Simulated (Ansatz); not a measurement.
Start from `O[Si](O)(F)C[SiH2]Cl` and change one atom or group to get `O[Si](O)(F)O[SiH3]`.

Ansatz, PBE0-D4/def2-TZVP geometries, multiplicity 1. Each molecule was computed in one conformer, which needn't be the lowest.

```csv
property,`O[Si](O)(F)C[SiH2]Cl`
HOMO–LUMO gap (ωB97M-V/def2-TZVPP) / eV,13.11
LUMO energy (PBE/def2-TZVPP) / eV,-0.78
size of the dipole moment (B3LYP/def2-TZVPP) / D,1.24
size of the dipole moment (ωB97M-V/def2-TZVPP) / D,1.22
LUMO energy (PBE0/def2-TZVPP) / eV,0.12
HOMO energy (B3LYP/def2-TZVPP) / eV,-8.76
```

Problem. Give the same properties after the change, and the shifts. (An estimate is asked.)

Solution. Computed: 
```
                                          property  `O[Si](O)(F)O[SiH3]`  shift
           HOMO–LUMO gap (ωB97M-V/def2-TZVPP) / eV                 12.92  -0.19
                 LUMO energy (PBE/def2-TZVPP) / eV                 -0.88  -0.10
  size of the dipole moment (B3LYP/def2-TZVPP) / D                  1.26   0.02
size of the dipole moment (ωB97M-V/def2-TZVPP) / D                  1.28   0.06
                LUMO energy (PBE0/def2-TZVPP) / eV                  0.00  -0.12
               HOMO energy (B3LYP/def2-TZVPP) / eV                 -8.81  -0.05
```

Dipoles are sizes alone; their direction can turn.

B3LYP here is the variant with VWN-RPA as its local correlation; programs differ in this.
